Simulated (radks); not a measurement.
Results of a calculation; reference values are marked as such.
Valence configurations of the titanium ion Ti+ (all share [Ar]). Code: a radial shooting solver on a logarithmic mesh with Libxc functionals. Model: Dirac Kohn-Sham, PBE, spin-unpolarised, spherical densities, finite nucleus; open shells are shared between the two j in proportion to 2j + 1; Fermi nuclear charge, rms radius 3.5921 fm. Energies are relative to 3d2 4s1; eigenvalues in eV.

valence          E (eV)  e(3d3/2)  e(3d5/2)  e(4p1/2)  e(4p3/2)  e(4s1/2)
3d2 4s1           0.000   -11.398   -11.349         -         -   -10.350
3d1.5 4s1 4p0.5   2.827   -14.081   -14.027    -7.491    -7.439   -11.458
3d2 4p1           3.776   -12.505   -12.455    -7.249    -7.202         -
3d3               0.048    -8.050    -8.009         -         -         -
3d1.5 4s1.5       0.834   -13.519   -13.466         -         -   -11.130
3d2.5 4s0.5      -0.224    -9.566    -9.522         -         -    -9.625
3d1.5 4s0.5 4p1   4.836   -14.631   -14.577    -7.776    -7.722   -11.774
3d1 4s1 4p1       6.638   -17.007   -16.948    -8.317    -8.258   -12.552
3d1 4s2           2.397   -15.902   -15.845         -         -   -11.935
3d1 4s1.5 4p0.5   4.509   -16.461   -16.403    -8.048    -7.989   -12.250

NIST lists [Ar] 3d2 4s1 as the ground configuration; this level of theory puts 3d2.5 4s0.5 lower, by 0.224 eV. The energies are those of spherical spin-averaged densities, not of single terms.
